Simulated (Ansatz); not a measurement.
Single points on Sn₄Te₉⁻.

```yaml
crystal:
  periodic: [false, false, false]
  atoms:
    - {symbol: Sn, position_ang: [-1.587476, -3.374861, -6.023010]}
    - {symbol: Sn, position_ang: [2.224918, 0.498414, 5.410275]}
    - {symbol: Sn, position_ang: [-0.427375, 0.743369, -0.699056]}
    - {symbol: Sn, position_ang: [3.341141, 0.362702, 0.902435]}
    - {symbol: Te, position_ang: [-0.918284, -1.205762, -4.363339]}
    - {symbol: Te, position_ang: [-2.229038, -1.382480, -1.766574]}
    - {symbol: Te, position_ang: [-4.023446, 0.764506, -1.250806]}
    - {symbol: Te, position_ang: [0.423795, -2.044999, -7.207065]}
    - {symbol: Te, position_ang: [0.843715, -0.891689, 1.388229]}
    - {symbol: Te, position_ang: [0.884616, 3.087743, 5.325783]}
    - {symbol: Te, position_ang: [4.246234, 1.048873, 3.397563]}
    - {symbol: Te, position_ang: [-2.634581, 1.405132, 1.073678]}
    - {symbol: Te, position_ang: [-0.144229, 0.989073, 3.811886]}
basis:
  gaussian: {orbitals: def2-SVP, initial_orbitals: start.molden}
total_charge: -1
magnetization: {spin_polarized: true, initial_magnetization: 1}
hamiltonian: {xc: pbe0, dispersion: d4}
scf: {omitted_lower_state_checks: [starts]}
output: {orbitals: {seedname: orbitals}}
```

The file start.molden holds the orbitals of an earlier run on this structure, at another level or in another basis.

```sh
$ ansatz run in.yaml --threads 2 --pin off --events-out ev --progress --plain --max-ram 22528MiB --backend cuda --devices 0, --max-vram 18GiB
```

Shortened log:

```
Functional definition: PBE0
4365 factors; integrals over basis functions are off by at most 1.6e-4 eV
mean field evaluation 1: about -88982.3348 eV, gradient 5.4e1 eV
mean field evaluation 2: about -88983.0840 eV, gradient 9.1e-1 eV
mean field evaluation 4: about -88983.3549 eV, gradient 4.1e-1 eV
mean field evaluation 8: about -88983.3568 eV, gradient 2.8e-5 eV
mean field -88983.35677826 eV, -3270.0780465155 hartree, gradient 2.8e-5 eV, S^2 0.759554; 0 other end points of the search recorded, 0 dependent functions left out
reference -88983.35682505 eV, -3270.0780482349 hartree; 153, 152 occupied and 185, 186 virtual orbitals, 4365 factors
Total energy: -88984.84657833 eV, -3270.1327956583 hartree
Checks for a lower state left out: starts
```

Run time 7.5 s (2 threads of AMD EPYC 7R13 on a shared host and a share (18 GiB) of an NVIDIA H100 80GB HBM3), peak host memory 1.2 GiB.

Geometry: r2SCAN-D4/def2-SVP.

In the def2 sets Sn, Te take a core potential; there is no spin–orbit coupling. Another isomer (doublet) lies 0.70 eV lower at PBE0-D4/def2-TZVP; other spin states weren't run for this one.
